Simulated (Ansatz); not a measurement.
C3H7ClSi can be A, `ClC[SiH]1CC1`, or B, `[SiH3]/C=C\CCl`.

Gas-phase electronic energies from Ansatz, PBE0-D4/def2-TZVP geometries. CBS: MP2 limit from def2 TZ/QZ plus the TZ coupled-cluster correction, frozen cores. DFT in def2-TZVPP. One conformer a species, not always the lowest.

Task: Which is lower in electronic energy at CCSD(T)/CBS, and by how much? (An estimate is asked.)

Result: Ansatz gave: B, by 3.3 kcal/mol.

Task: Give E(B) − E(A) in kcal/mol with r2SCAN-D4, HF/def2-TZVPP, ωB97M-V, B2PLYP, BLYP-D4, MP2/def2-TZVPP, CCSD(T)/def2-TZVPP. (Estimate.)

Result: The calculation gave: r2SCAN-D4 -0.3, HF/def2-TZVPP -10.5, ωB97M-V -1.1, B2PLYP -4.2, BLYP-D4 -6.5, MP2/def2-TZVPP -1.5, CCSD(T)/def2-TZVPP -3.9. None reverses the order clearly.

Task: Does the order hold for the free energy at 298.15 K (harmonic terms from PBE0-D4)? (An estimate is asked.)

Result: The calculation gave: Yes: G(B) − G(A) = -6.1 kcal/mol, for one conformer each. Modes under 60 cm⁻¹, often nearly free rotors, make the harmonic entropy too high.

Largest T1 diagnostic: 0.011.

Leaving LDA and LC-ωPBE aside and taking each functional with its dispersion term where it has one, the values spread over 6.9 kcal/mol, from BLYP-D4 to PBE0-D4. LDA lies +2.9 kcal/mol from PBE without D4. At CCSD(T), def2-SVP lies −4.5 kcal/mol from the extrapolated value and def2-TZVPP −0.6 kcal/mol.
